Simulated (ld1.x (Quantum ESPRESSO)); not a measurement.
# Configuration tests for Os (ultrasoft)

```json
{"Element": "Os", "Generator": "ld1.x (Quantum ESPRESSO) 7.5", "Type": "ultrasoft", "Functional": "PBE", "Relativity": "scalar-relativistic", "Frozen core": "[Kr] 4d10", "Valence charge": "30", "Reference configuration": "4f14 5s2 5p6 5d6.5 6s1.5 6p0", "Partial waves": "5s (bound): rcut 1.40, rcutus 1.80 bohr; 6s (bound): rcut 1.40, rcutus 1.80 bohr; 5p (bound): rcut 1.80, rcutus 2.45 bohr; 6p (bound, empty): rcut 1.80, rcutus 2.45 bohr; 5d (bound): rcut 1.70, rcutus 1.80 bohr; 5d channel at -0.05 Ry: rcut 1.70, rcutus 1.80 bohr; 4f (bound): rcut 0.60, rcutus 0.65 bohr; 4f channel at -1.15 Ry: rcut 0.60, rcutus 0.65 bohr", "Local potential": "all-electron potential smoothed inside 1.05 bohr (lloc = -1)", "Core correction": "Bessel-smoothed model core inside 0.60 bohr", "Augmentation charge": "PSQ, inside the norm-conserving radii"}
```

Energies are relative to the spin-unpolarised reference configuration 4f14 5s2 5p6 5d6.5 6s1.5 6p0; without spin polarisation the order of configurations can differ from experiment. Not all tests gave a result: 1 of 7 tests not solved or not reliable. The frozen-core shift is the all-electron ΔE with the core orbitals held at their reference shape minus the fully relaxed ΔE.

```tsv
valence configuration	charge	ΔE all-electron (eV)	error AE − PS (meV)	frozen-core shift (meV)
4f14 5s2 5p6 5d6 6s2 6p0	0	-0.054	+0.7	-2.7
4f14 5s2 5p6 5d6 6s0 6p0	+2	26.437	-9.0	+5.8
4f13 5s2 5p6 5d7 6s1 6p0	+1	59.904	-778	+175
4f14 5s2 5p6 5d6 6s1 6p1	0	5.003	+1.0	-1.3
4f14 5s2 5p6 5d7 6s1 6p0	0	0.263	-3.0	+2.7
```

Task: What are ΔE and the potential's error for 4f14 5s2 5p6 5d6 6s1 6p0?

Result: ΔE = 9.523 eV all-electron; the error (AE − PS) is -2.0 meV.

A variational frozen-core shift is positive and of second order in the change. This column holds negative values, so the frozen-core run of ld1.x carries numerical noise or an error of first order here, and the column gives no more than the rough size of the effect.

Note: ghost state, extra bound levels that the all-electron valence spectrum of the same l lacks: s at -157.7 eV. A true bound ghost makes a file unfit for plane-wave use.
